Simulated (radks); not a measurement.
Ar V, configuration [Ne] 3p2 4p2 (not the ground configuration). All-electron calculation, scalar-relativistic Kohn-Sham, PBE, spin-polarised, spherical densities, finite nucleus; open shells are filled with parallel spins first; Fermi nuclear charge, rms radius 3.4274 fm. Program: a radial shooting solver on a logarithmic mesh with Libxc functionals.

Normalised radial functions P(r) = r R(r), r in bohr:

```
   r/bohr * 2s down, o 2p up, + 3p up (the largest magnitude, 1.62, reaches the edge; | marks zero, & curves that meet)
 0.006029                             &   *
 0.007788                             &    *
  0.01006                             &     *
    0.013                             &      *
  0.01679                             +o       *
  0.02151                             +o        *
  0.02779                             |+o         *
   0.0359                             |+ o         *
  0.04637                             | + o        *
   0.0599                             |  +   o    *
  0.07737                             |   +    *o
  0.09995                             |   *+       o
   0.1291                          *  |      +         o
   0.1668                 *           |       +             o
   0.2154         *                   |        +               o
   0.2783   *                         |       +                 o
   0.3595  *                          |    +                   o
   0.4643      *                      |+                   o
   0.5998             *         +     |             o
   0.7748                 +  *        |       o
    1.001             +           *   |   o
    1.283             +              *|o
    1.657                  +          &
     2.14                       +     &
    2.765                           + &
    3.571                            +&
    4.613                             &
    5.959                             &
    7.697                             &
```

2s down: eigenvalue -386.63 eV, 1 radial node at r = 0.116 bohr, <r> = 0.411 bohr, 90 % of the charge inside 0.641 bohr. 2p up: eigenvalue -321.15 eV, 0 radial nodes, <r> = 0.374 bohr, 90 % of the charge inside 0.618 bohr. 3p up: eigenvalue -80.879 eV, 1 radial node at r = 0.475 bohr, <r> = 1.25 bohr, 90 % of the charge inside 1.87 bohr.
